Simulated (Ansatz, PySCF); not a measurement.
C2H4ClNSi, SMILES [SiH2](Cl)CC#N. Atoms are numbered in the order given.

```xyz
9

N      2.7736    -0.4719    -0.3065
C      1.9115     0.2987    -0.2273
C      0.7966     1.2287    -0.1466
Si    -0.8803     0.4226    -0.5454
Cl    -1.2718    -1.0338     0.8724
H      0.7454     1.6653     0.8649
H      0.9536     2.0615    -0.8546
H     -1.9225     1.4781    -0.4681
H     -0.8368    -0.1962    -1.8923
```

Geometry: B3LYP-D3(BJ)/def2-SVP. This is a generated structure with no PubChem entry under its InChIKey; it may be hypothetical. One conformer was computed; it need not be the lowest.

Two levels are set side by side: PBE-D3(BJ)/def2-SVP (Ansatz, a program for electronic structure) and B3LYP-D3(BJ)/def2-SVP (Ansatz). Each level has its own optimised geometry; the coordinates shown are those of the second. Frequencies come from the Hessian of PySCF at each geometry. Differences are taken from unrounded values.

```json
[
 {"quantity": "mean bond length (Å)", "B3LYP-D3(BJ)": "1.470"},
 {"quantity": "bond N1–C2 (Å)", "B3LYP-D3(BJ)": "1.159"},
 {"quantity": "bond C2–C3 (Å)", "B3LYP-D3(BJ)": "1.454"},
 {"quantity": "bond C3–Si4 (Å)", "B3LYP-D3(BJ)": "1.903"},
 {"quantity": "bond Si4–Cl5 (Å)", "B3LYP-D3(BJ)": "2.070"},
 {"quantity": "bond C3–H6 (Å)", "B3LYP-D3(BJ)": "1.103"},
 {"quantity": "bond C3–H7 (Å)", "B3LYP-D3(BJ)": "1.104"},
 {"quantity": "bond Si4–H8 (Å)", "B3LYP-D3(BJ)": "1.485"},
 {"quantity": "bond Si4–H9 (Å)", "B3LYP-D3(BJ)": "1.483"},
 {"quantity": "highest harmonic wavenumber (cm⁻¹)", "B3LYP-D3(BJ)": "3098"},
 {"quantity": "mean harmonic wavenumber (cm⁻¹)", "B3LYP-D3(BJ)": "1148"},
 {"quantity": "zero-point energy (kcal/mol)", "B3LYP-D3(BJ)": "34.45"}
]
```

**Question.** What does PBE-D3(BJ) give, and how far is it from B3LYP-D3(BJ)? (An estimate is asked for; the answer gives what the named calculation found.)

**Answer.** 
| quantity | PBE-D3(BJ) | PBE-D3(BJ) minus B3LYP-D3(BJ) |
|---|---|---|
| mean bond length (Å) | 1.479 | 0.008 |
| bond N1–C2 (Å) | 1.172 | 0.013 |
| bond C2–C3 (Å) | 1.453 | -0.001 |
| bond C3–Si4 (Å) | 1.911 | 0.008 |
| bond Si4–Cl5 (Å) | 2.073 | 0.003 |
| bond C3–H6 (Å) | 1.111 | 0.008 |
| bond C3–H7 (Å) | 1.112 | 0.008 |
| bond Si4–H8 (Å) | 1.500 | 0.014 |
| bond Si4–H9 (Å) | 1.497 | 0.014 |
| highest harmonic wavenumber (cm⁻¹) | 3040 | -58 |
| mean harmonic wavenumber (cm⁻¹) | 1113 | -35 |
| zero-point energy (kcal/mol) | 33.41 | -1.04 |

Exact exchange shortens and stiffens bonds; PBE has none. Differences between two approximate levels are no errors against the true value.
